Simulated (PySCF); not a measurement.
Compound: C5H4O2S.
Cartesian coordinates in Å at the PBE0-D3(BJ)/def2-SVP level; atoms count from 1:
```xyz
12
C5H4O2S angstrom
O      1.873    1.476   -0.435
C      2.126    0.310   -0.487
O      1.275   -0.710   -0.315
C     -0.061   -0.552   -0.040
C     -0.802    0.665    0.055
C     -2.118    0.415    0.339
S     -2.450   -1.261    0.489
C     -0.820   -1.676    0.171
H      3.129   -0.117   -0.690
H     -0.372    1.654   -0.078
H     -2.916    1.144    0.471
H     -0.480   -2.709    0.150
```

Method: core-valence-separated Tamm–Dancoff BHandHLYP/aug-pcX-1 (pcseg-1 on H, def2-SVPD on S) in PySCF, non-relativistic, gas phase, PBE0-D3(BJ)/def2-SVP geometry. Absolute energies from this functional tend to lie a few eV below measured edges; no shift was applied.

The lowest roots of each edge with f over 0.003 (five at most, numbered afresh; weaker and dark ones are left out), with transition dipoles (au) in the frame of the coordinates:

```tsv
root	edge	E (eV)	f	μx	μy	μz
1	C	283.40	0.0447	0.0163	0.0037	0.0785
2	C	283.44	0.0655	0.0197	0.0045	0.0950
3	C	283.56	0.0576	-0.0185	-0.0042	-0.0890
4	C	285.03	0.0807	-0.0213	0.0002	-0.1053
5	C	285.13	0.0672	-0.0202	-0.0044	-0.0959
6	O	529.33	0.0468	-0.0119	0.0000	-0.0589
7	O	533.26	0.0214	0.0082	-0.0001	0.0396
8	O	534.95	0.0055	-0.0159	-0.0123	0.0034
9	O	535.09	0.0049	-0.0029	-0.0005	-0.0191
10	O	535.52	0.0114	-0.0276	0.0086	0.0058
```

Problem. Molecules are fixed in this frame and the field points along (1, 0, −1)/√2. What effective strengths 3 f cos²θ do the roots have (θ between field and μ)?

Solution. root 1 (C5): 0.040, root 2 (C6): 0.059, root 3 (C8): 0.052, root 4 (C2): 0.074, root 5 (C4): 0.060, root 6 (O1): 0.043, root 7 (O3): 0.019, root 8 (O1): 0.007, root 9 (O3): 0.005, root 10 (O3): 0.022. Root 4 is the strongest. Averaged over all orientations cos²θ is 1/3, which gives f back.

One conformer stands for the species.
